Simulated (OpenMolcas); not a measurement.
Si⁺: effect of the IPEA shift

```
Program             : OpenMolcas 26.06
Basis               : ANO-RCC-VTZP [5s4p2d1f]
Scalar Hamiltonian  : DKH2, point nucleus
Active space        : 3 electrons in 9 orbitals (RAS2 3s 3p; RAS3 3d, at most 2 electrons)
State averaging     : 2S+1 = 4 odd, 1 root; 2S+1 = 2 odd, 8 roots; 2S+1 = 4 even, 3 roots; 2S+1 = 2 even, 9 roots
Spin-orbit coupling : state interaction with AMFI integrals over the reference wave functions, term energies averaged over their components
```

Methods on the same reference wave functions:
A. RASSCF
B. SS-RASPT2, IPEA 0 Eh, imaginary shift 0.1 Eh (closed shells correlated: 2s 2p)
C. SS-RASPT2, IPEA 0.25 Eh, imaginary shift 0.1 Eh (closed shells correlated: 2s 2p)

Energies in eV above 3s² 3p ²P°_1/2, the measured ground level; measured values from NIST Handbook of Basic Atomic Spectroscopic Data.

```json
{"Level": "3s² 3p ²P°_1/2", "A": "0.0000", "B": "0.0000", "C": "0.0000", "Measured": "0.0000"}
{"Level": "3s² 3p ²P°_3/2", "A": "0.0310", "B": "0.0310", "C": "0.0310", "Measured": "0.0356"}
{"Level": "3s 3p² ⁴P_1/2", "A": "4.8480", "B": "5.148", "C": "5.143", "Measured": "5.3095"}
{"Level": "3s 3p² ⁴P_3/2", "A": "4.8589", "B": "5.159", "C": "5.154", "Measured": "5.3230"}
{"Level": "3s 3p² ⁴P_5/2", "A": "4.8769", "B": "5.176", "C": "5.172", "Measured": "5.3447"}
{"Level": "3s 3p² ²D_3/2", "A": "6.8185", "B": "6.783", "C": "6.801", "Measured": "6.8575"}
{"Level": "3s 3p² ²D_5/2", "A": "6.8193", "B": "6.784", "C": "6.801", "Measured": "6.8594"}
{"Level": "3s 3p² ²S_1/2", "A": "9.7647", "B": "9.505", "C": "9.542", "Measured": "9.5053"}
```

Deviations, from unrounded energies. A percentage is the sum of absolute deviations over the sum of measured energies, with the sign that they share, or ± where signs differ.

| Against measurement | Levels | A | B | C |
| --- | --- | --- | --- | --- |
| mean absolute deviation (cm-1) | 7 | 2000 | 750 | 760 |
| fine structure of the ground term (%) | 1 | -13.0 | -13.0 | -13.0 |
| other configurations (%) | 6 | ±4.4 | -1.6 | ±1.7 |

B, C lie about equally close to measurement and A furthest from it. The largest miss of B in the table is 3s 3p² ⁴P_5/2, by -1400 cm-1. The ranking rests on the paired levels alone, and a cruder setting can come out closer through cancelling errors.

Between B and C the level of the table that moves most is 3s 3p² ²S_1/2, by 300 cm-1 (lowest in B, highest in C).

The lowest spin-free term lies below A's lowest term by 0.033 hartree in B, 0.032 hartree in C.

The run also gave levels led by 3s 3p 3d, which use shells meant for correlation; these and all levels above them are left out. Some terms mix strongly with configurations of 3d, whose occupation reaches 0.26 (3s 3p² ²D). Without dynamic correlation excited terms often stand tens of per cent too high (terms of higher spin than the ground term too low), and those without a measured partner can miss by more than the paired ones (holds for A). Computed and measured levels are paired by configuration, term and J; levels that our copy of the source lacks, or whose pairing is in doubt (as where it misses far off the trend of its configuration), stay unpaired and out of the deviations. Levels of configurations outside the active space are missing. The table leaves out levels that lie high or whose names do not pair safely across all columns.

° marks odd parity.
